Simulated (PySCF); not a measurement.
B(SMe)3, C₃H₉BS₃.
Bonds: B1–S2, B1–S7, B1–S12, S2–C3, S7–C8, S12–C13. Hydrogens: H4, H5, H6 on C3; H9, H10, H11 on C8; H14, H15, H16 on C13.

Computed with PBE0-D3(BJ)/def2-SVP geometry optimisation, gas phase (PySCF).

(1) What internal coordinates does the optimisation give?

Results:

(1) 
| bond | length (Å) |
| --- | --- |
| B1–S2, B1–S7, B1–S12 | 1.803 |
| S2–C3, S7–C8, S12–C13 | 1.813 |
| C3–H4 and 8 like bonds | 1.098 |

Bonds in one row agree within 0.01 Å and their mean is given. A selection of angles:
| angle | degrees |
| --- | --- |
| S2–B1–S7 | 120.0 |
| B1–S2–C3 | 103.6 |
| S2–C3–H4 | 110.9 |
| S2–C3–H5 | 106.8 |
| H4–C3–H5 | 109.3 |

Torsions: S7–B1–S2–C3 0° (synperiplanar); S2–B1–S7–C8 180° (antiperiplanar); S2–B1–S12–C13 0° (synperiplanar).

B1 (boron bonded to 3 S) is planar (angles 120.0°, 120.0° and 120.0°, sum 360.0°, 0.00 Å off the plane of its three neighbours). All 3 B–S bonds measure 1.803 Å. Of the pairs four or more bonds apart, H4···S7 is among the closest relative to their van der Waals radii: 2.94 Å, 98 % of the sum of Bondi's values. The 7 heavy atoms lie in one plane (0.002 Å rms). All 3 C–S bonds measure 1.813 to 1.814 Å.

No PBE0-D3(BJ)/def2-SVP frequencies stand behind this structure, so it isn't proved a minimum. The numbers are those of one conformer.
